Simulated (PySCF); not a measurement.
## Ionising SbCl

PBE; PySCF, scalar-relativistic core potentials, basis sets Sb def2-TZVPPD with ECP28, Cl def2-TZVPPD. Neutral (UKS): triplet (π ↑↑), Re = 2.362 Å, ωe = 357 cm⁻¹, De = 3.41 eV, HOMO -5.33 eV, LUMO -3.85 eV.

SbCl⁺ (UKS): doublet (π ↑), Re = 2.261 Å, ωe = 429 cm⁻¹, De = 3.95 eV to Sb⁺ + Cl. The energies at the minima are -700.29220 hartree for SbCl and -699.98281 for SbCl⁺.

(1) Work out the adiabatic ionisation energy, without and with harmonic zero-point energies (1 hartree = 27.2114 eV, 1 eV = 8065.5 cm⁻¹), and the change of the bond length.

SbCl⁻ (UKS): doublet (π ↑), Re = 2.503 Å, ωe = 272 cm⁻¹, De = 1.00 eV to Sb + Cl⁻. The energies at the minima are -700.29220 hartree for SbCl and -700.33816 for SbCl⁻.

(2) Work out the adiabatic electron affinity, without and with harmonic zero-point energies (1 hartree = 27.2114 eV, 1 eV = 8065.5 cm⁻¹), and the change of the bond length.

These are scalar-relativistic numbers at best; spin–orbit coupling would shift them, the dissociation energy most. For an ion De counts to the pair picked by the measured ionisation energies or electron affinities, which need not be the lowest pair at this level. The highest Kohn–Sham level is positive in this anion. Much of that is self-interaction error, but it also means that the finite basis helps to hold the extra electron. States were picked by a PBE0 search and need not be the measured ground states.

Answers

(1) At PBE: 0.30939 hartree = 8.419 eV between the minima; the zero-point term (429.0 − 357.0)/2 cm⁻¹ = +0.004 eV makes it 8.423 eV. Re changes by -10.1 pm against the neutral. The electron leaves a π orbital, and the shorter bond of the ion fits an antibonding orbital, or a change in how ionic the bond is.

(2) At PBE: 0.04596 hartree = 1.251 eV between the minima; the zero-point term (357.0 − 272.0)/2 cm⁻¹ = +0.005 eV makes it 1.256 eV. Re changes by +14.1 pm against the neutral. The electron enters a π orbital, and the longer bond of the ion fits an antibonding orbital, or a change in how ionic the bond is.
